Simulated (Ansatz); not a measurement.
Be₄Se₃⁺, relaxed as a doublet with UKS B3LYP-D4/def2-SVP in Ansatz, starting from the GFN2-xTB geometry. Force threshold 0.02 eV/Å.

Another isomer (doublet) lies 3.34 eV lower at PBE0-D4/def2-TZVP; other spin states weren't run for this one.

Start:

```csv
atom,x (Å),y (Å),z (Å)
Be1,-3.2004,-1.2891,-2.5173
Be2,4.6268,1.8517,2.4381
Be3,1.4031,0.4192,0.6243
Be4,-1.9471,-0.7738,-1.1045
Se5,3.1291,1.1601,1.5848
Se6,-0.0628,-0.2002,-0.3620
Se7,-3.9488,-1.1679,-0.6633
```

```
step   energy (eV)  largest force component (eV/Å)  SCF passes
   1  -197626.2345                           1.771          39
   2  -197626.6142                           1.263          29
   3  -197627.0189                           0.916          29
   4  -197627.3131                           0.600          28
   5  -197627.4777                           0.355          28
   6  -197627.6111                           0.443          24
   7  -197627.7897                           0.434          27
   8  -197627.9637                           0.423          27
   9  -197628.1294                           0.488          24
  10  -197628.2542                           0.303          25
  11  -197628.3455                           0.188          23
  12  -197628.4014                           0.097          23
  13  -197628.4257                           0.024          24
  14  -197628.4317                           0.122          23
  15  -197628.4365                           0.175          23
  16  -197628.4408                           0.177          23
  17  -197628.4464                           0.193          23
  18  -197628.4511                           0.157          23
  19  -197628.4565                           0.182          23
  20  -197628.4594                           0.165          23
  21  -197628.4624                           0.097          24
  22  -197628.4648                           0.024          23
  23  -197628.4659                           0.050          23
  24  -197628.4663                           0.039          23
  25  -197628.4665                           0.023          24
  26  -197628.4666                           0.006          24
```

Force components are those of the run's own axes.

End:

```xyz
7

Be   -3.068    0.274   -1.853
Be    2.506    2.315    1.078
Be    1.465   -0.210    0.569
Be   -0.933   -1.070   -0.680
Se    1.937    0.817    2.280
Se    1.028   -1.194   -1.137
Se   -2.934   -0.931   -0.258
```

By distances, no bond broke or formed, bridged metal pairs apart. The bond that changes most is Be2–Se5, from 1.86 to 2.00 Å (atoms count from 1). A close non-bonded pair moves further: Be1–Be4, from 1.96 to 2.78 Å. Metal–metal contacts that move far: Be1–Be4 1.96 to 2.78 Å.

No frequencies were taken in this run, so the end may be a saddle point.

It took 1.9 min on 4 threads of Arm Neoverse V1 on a shared host, peak host memory 0.62 GiB.
